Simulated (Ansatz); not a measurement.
`C=C[Si](N)(F)Cl` + H₂ → `N[SiH](F)Cl` + `C=C` at 700 K and 1 bar (hydrogenolysis of the Si–C bond).

Computed with Ansatz on PBE0-D4/def2-TZVP structures; ΔE is electronic, products minus reactants. CCSD(T)/CBS is the MP2 limit (def2-TZVPP, def2-QZVPP) plus CCSD(T) − MP2 in def2-TZVPP, frozen cores. This one scheme is used for every species. One conformer a species, not always the lowest.

```tsv
species	CCSD(T)/CBS energy (Eh)	H − E (kJ/mol)	S (J/(mol·K))
`C=C[Si](N)(F)Cl`	-982.61807	282.5	501.8
H₂	-1.17544	46.8	155.3
`N[SiH](F)Cl`	-905.31614	164.0	405.3
`C=C`	-78.48111	168.9	268.4
```

H − E and S are ideal-gas, rigid-rotor, harmonic terms from PBE0-D4/def2-TZVP, for one conformer and one mirror image of each species. For small species the MP2-based limit differs from directly extrapolated CCSD(T) by up to some mEh (0.8 for H₂); such offsets cancel only in part. 1 Eh = 2625.50 kJ/mol, R = 8.31446 J/(mol·K).

**Question.** By hand: ΔE, ΔH, ΔS and ΔG.

**Answer.** ΔE = (-905.31614) + (-78.48111) − (-982.61807) − (-1.17544) = -0.00374 Eh = -9.8 kJ/mol. Δ(H − E) = 164.0 + 168.9 − 282.5 − 46.8 = 3.6, so ΔH = -6.2 kJ/mol. ΔS = 405.3 + 268.4 − 501.8 − 155.3 = 16.6 J/(mol·K). ΔG = -6.2 − 700 × (16.6)/1000 = -17.8 kJ/mol.

**Question.** By hand: the equilibrium constant, and the temperature at which ΔG would vanish if ΔH and ΔS stayed fixed.

**Answer.** log₁₀ K = −ΔG/(RT ln 10) = 1.3. ΔH and −TΔS have one sign here, so there is no such temperature.

TΔS isn't small against ΔH here. A doubt of 5 kJ/mol in ΔE shifts log₁₀ K by 0.4 here. Other conformers and mirror images would add mixing entropy, several J/(mol·K) or more a flexible species. These are equilibria of isolated gas molecules and say nothing of rates. Largest T1 diagnostic: 0.011 (customary marks: 0.02 for closed shells, 0.045 for open ones).
